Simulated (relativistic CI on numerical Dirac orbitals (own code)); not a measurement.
**Level scheme of Nb VII**

Computed by Dirac-Coulomb-Breit CI, orbitals from a KLI potential per configuration, model QED, valence Slater integrals scaled by 0.9, configuration energies shifted to the measured levels that pair with them (semi-empirical) (own radial code, finite nucleus).

CI space (outside the closed core [Ar] 3d10): 4s2.4p5, 4s.4p6, 4s2.4p4.5s, 4s2.4p4.4d, 4s2.4p3.4d2, 4s.4p5.4d, 4s2.4p4.4f, 4s.4p5.4f, 4p5.4d2, 4s2.4p4.5p, 4s2.4p3.4f2, 4s2.4p4.5d, 4p6.4d, 4s.4p4.4d2, 4s2.4p4.6s, 4s2.4p3.4d.4f, 4s2.4p4.6p, 4s.4p5.5s, 4s2.4p4.5f, 4s2.4p4.5g, 4s2.4p4.6d, 4p5.4f2, 4s.4p5.5p, 4s2.4p3.4d.5s, 4s2.4p4.6f, 4s.4p5.5d, 4p6.4f, 4s2.4p3.4d.5p, 4s.4p4.4d.4f, 4s.4p4.5s.5p. Levels of other configurations are missing.

The lowest level is 4s2.4p5 2P°_3/2, with 97 % of that term; Hund's rules for 4s2.4p5 give 2P° with J = 3/2, in agreement.

```csv
No.,Configuration,Term,J,E (cm⁻¹),%,Landé g,Lifetime (s)
1,4s2.4p5,2P°,3/2,0,97,1.334,
2,4s2.4p5,2P°,1/2,18930,97,0.665,8.20e-03
3,4s.4p6,2S,1/2,212491,74,2.002,3.22e-10
4,4p4(3P).4d‡,4D,5/2,269574,85,1.354,4.08e-08
5,4p4(3P).4d‡,4D,7/2,270323,88,1.406,
6,4p4(3P).4d‡,4D,3/2,270665,80,1.198,8.73e-08
7,4p4(3P).4d‡,4D,1/2,272763,74,0.251,1.11e-07
8,4p4(3P).4d‡,4F,9/2,284050,88,1.310,2.28e-01
9,4p4(1D).4d‡,2P,1/2,288327,74,0.541,2.84e-08
10,4p4(3P).4d‡,4F,7/2,288784,56,1.168,2.21e-01
11,4p4(3P).4d‡,4P,1/2,293416,91,2.532,8.64e-10
12,4p4(3P).4d‡,4P,3/2,293725,42,1.311,2.76e-09
13,4p4(3P).4d‡,4F,5/2,295756,90,1.040,3.26e-09
14,4p4(3P).4d‡,4F,3/2,296448,34,0.845,5.27e-08
15,4p4(3P).4d‡,4F,3/2,297977,46,0.795,1.35e-09
16,4p4(3P).4d‡,2F,7/2,300957,50,1.167,1.21e-02
17,4p4(3P).4d‡,4P,5/2,301604,77,1.497,5.39e-09
18,4p4(1D).4d‡,2P,3/2,303241,38,1.323,1.73e-08
19,4p4(1D).4d‡,2D,5/2,307403,67,1.205,4.60e-09
20,4p4(1D).4d‡,2G,7/2,312387,72,0.961,1.17e-02
21,4p4(3P).4d‡,2F,5/2,312530,80,0.929,1.04e-08
22,4p4(1D).4d‡,2G,9/2,313507,88,1.135,9.84e-03
23,4p4(1D).4d‡,2F,5/2,324681,85,0.902,1.65e-09
24,4p4(1D).4d‡,2F,7/2,329503,93,1.141,5.54e-03
25,4p4(1S).4d‡,2D,3/2,348496,88,0.805,2.20e-10
26,4p4(1S).4d‡,2D,5/2,356460,84,1.190,3.71e-09
27,4p4(1D).4d‡,2S,1/2,369304,69,1.937,6.35e-12
28,4p4(3P).4d‡,2P,3/2,377678,85,1.270,7.04e-12
29,4p4(3P).4d‡,2D,5/2,381786,95,1.198,5.68e-12
30,4p4(3P).4d‡,2P,1/2,386055,92,0.738,7.35e-12
31,4p4(3P).4d‡,2D,3/2,399736,86,0.850,5.94e-12
32,4p4(3P).5s,4P,5/2,429098,91,1.567,8.34e-10
33,4p4(3P).5s,2P,3/2,434843,52,1.417,4.26e-11
34,4p4(3P).5s,4P,1/2,444290,87,2.583,6.12e-10
35,4p4(3P).5s,4P,3/2,447450,63,1.576,7.26e-11
36,4p4(3P).5s,2P,1/2,453174,91,0.782,2.66e-11
37,4p4(1D).5s,2D,5/2,463365,91,1.233,8.94e-11
38,4p4(1D).5s,2D,3/2,464152,85,0.874,5.98e-11
39,4s.4p5.4d‡,4P°,1/2,477310,84,2.648,4.86e-10
40,4s.4p5.4d‡,4P°,3/2,480024,82,1.717,4.75e-10
41,4s.4p5.4d‡,4P°,5/2,485042,78,1.582,4.55e-10
42,4s.4p5.4d‡,4F°,9/2,491317,84,1.334,6.36e-10
43,4s.4p5.4d‡,4F°,7/2,493560,76,1.247,6.26e-10
44,4s.4p5.4d‡,4F°,5/2,496819,71,1.061,6.19e-10
45,4p4(1S).5s,2S,1/2,497663,82,1.974,8.75e-11
46,4s.4p5.4d‡,4F°,3/2,500376,72,0.488,6.09e-10
47,4p4(3P).5p‡,4P°,3/2,509488,60,1.609,8.03e-11
48,4p4(3P).5p‡,4P°,5/2,510445,65,1.500,7.91e-11
49,4s.4p5.4d‡,4D°,7/2,510735,62,1.364,2.65e-10
50,4s.4p5.4d‡,4D°,1/2,512572,75,0.072,3.45e-10
51,4s.4p5.4d‡,4D°,5/2,513940,53,1.296,4.57e-10
52,4s.4p5.4d‡,4D°,3/2,514750,70,1.136,3.60e-10
53,4p4(3P).5p‡,2P°,1/2,515034,48,1.560,8.71e-11
54,4p4(3P).5p‡,2D°,5/2,516029,45,1.237,1.12e-10
55,4s.4p5.4d‡,2F°,7/2,516773,55,1.203,6.13e-10
56,4p4(3P).5p‡,4D°,7/2,517529,84,1.387,7.86e-11
57,4s.4p5.4d‡,2D°,5/2,519499,35,1.160,1.84e-10
58,4s.4p5.4d‡,2D°,3/2,521501,63,0.877,4.30e-10
59,4p4(3P).5p‡,4P°,1/2,525711,39,1.308,8.31e-11
60,4p4(3P).5p‡,4D°,3/2,527041,34,1.239,8.16e-11
61,4p4(3P).5p‡,4D°,1/2,528415,51,0.896,8.07e-11
62,4s.4p5.4d‡,2F°,5/2,528723,55,0.966,4.20e-10
63,4p4(3P).5p‡,4D°,3/2,529303,46,1.271,8.35e-11
64,4p4(3P).5p‡,4D°,5/2,533429,59,1.355,7.66e-11
65,4s.4p5.4d‡,2P°,1/2,535337,57,0.797,1.09e-10
66,4p4(3P).5p‡,2D°,3/2,535430,30,1.371,7.80e-11
67,4p4(3P).5p‡,4S°,3/2,538946,45,1.431,7.57e-11
68,4p4(3P).5p‡,2S°,1/2,538964,54,1.366,8.19e-11
69,4p4(1D).5p‡,2F°,5/2,543530,79,0.919,9.45e-11
70,4s.4p5.4d‡,2P°,3/2,545267,57,1.254,1.25e-10
```

Energies count from the lowest computed level; ° marks odd parity; lifetimes are radiative, by E1, M1, E2 decay to levels of this space only; some are left blank where a channel outside the calculation adds to the decay or the decay crosses a small, uncertain gap. Percentages are summed over parent terms; the parents shown are those of the largest component, closed shells are left out there. ‡ marks configurations that were not tied to measured data.

The mean weight of the leading LS term, summed over parents, in these 70 levels is 70 %, and that of the leading jj configuration (from the same eigenvectors) 62 %.

Configurations whose levels could be paired with our table of measured levels were shifted onto them, all but the ground configuration, by the median error of their levels; single terms can still be off by 1,000 to 2,000 cm⁻¹ or more, and rates follow the energies as ν³ (E1, M1) or ν⁵ (E2). The others borrow a shift and can be off by several thousand cm⁻¹ or more. 7 of the 8 excited levels that our extract of the measured tables holds in this range could be paired (the sources list more); they are missed by 5868 cm⁻¹ on average and 17980 at most, after the shifts were fitted to these levels, and levels without a partner can miss by more.

LS names give the leading component of a level, which can be under half, so a name can repeat, a term be missing and a line seem to break the LS rules.
